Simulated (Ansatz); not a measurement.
`COc1ccc(C(F)(F)C(F)(F)OC)cc1`, relaxed as a singlet with RKS PBE-D4/def2-SVP in Ansatz, starting from the GFN2-xTB geometry. Force threshold 0.03 eV/Å.

Start:

Cartesian coordinates in Å:
```
C -3.2023 -1.4219 2.7970
O -2.3801 -0.2781 2.7869
C -1.6857 0.0218 1.6641
C -1.6949 -0.7301 0.4922
C -0.9568 -0.3163 -0.6017
C -0.2074 0.8472 -0.5402
C 0.5898 1.2922 -1.7336
F 0.6113 2.6447 -1.8477
F 0.0630 0.8350 -2.8989
C 2.0567 0.7850 -1.6583
F 2.7985 1.3224 -2.6650
F 2.6376 1.2870 -0.5232
O 2.0682 -0.5491 -1.6743
C 3.3698 -1.1533 -1.6626
C -0.1788 1.5964 0.6320
C -0.9110 1.1844 1.7220
H -2.6220 -2.3364 2.6435
H -3.9897 -1.3561 2.0406
H -3.6564 -1.4469 3.7858
H -2.2744 -1.6355 0.4154
H -0.9688 -0.8947 -1.5118
H 3.9404 -0.8472 -2.5414
H 3.9064 -0.8778 -0.7526
H 3.1849 -2.2231 -1.6872
H 0.4097 2.4992 0.6808
H -0.9079 1.7512 2.6385
```

(1) Estimate the energy that the relaxation releases and the steps that it takes.

(2) Does the start keep its bonding and symmetry?

(3) Predict the relaxed structure.

Answers

(1) 15.4 kJ/mol, in 7 steps; 31 s on 4 threads of Arm Neoverse V2 on a shared host. No frequencies were taken in this run, so the end may be a saddle point.

(2) By distances, no bond broke or formed. The bond that changes most is C16–H26, from 1.08 to 1.10 Å (atoms count from 1).

(3) 
```xyz
26

C    -3.187   -1.458    2.804
O    -2.394   -0.285    2.807
C    -1.706    0.036    1.680
C    -1.720   -0.724    0.492
C    -0.972   -0.296   -0.614
C    -0.215    0.882   -0.555
C     0.612    1.318   -1.736
F     0.685    2.685   -1.800
F     0.066    0.873   -2.910
C     2.080    0.801   -1.697
F     2.773    1.287   -2.773
F     2.702    1.328   -0.588
O     2.073   -0.553   -1.672
C     3.359   -1.183   -1.638
C    -0.199    1.636    0.636
C    -0.936    1.219    1.742
H    -2.577   -2.372    2.628
H    -3.991   -1.413    2.036
H    -3.651   -1.524    3.806
H    -2.310   -1.647    0.416
H    -0.981   -0.886   -1.541
H     3.950   -0.927   -2.541
H     3.921   -0.884   -0.730
H     3.168   -2.271   -1.614
H     0.395    2.560    0.685
H    -0.943    1.796    2.678
```
Bond lengths: 8 × C–C 1.39 to 1.56 Å; 4 × C–O 1.35 to 1.43 Å; 4 × C–F 1.37 to 1.38 Å; 10 × C–H 1.10 to 1.11 Å.
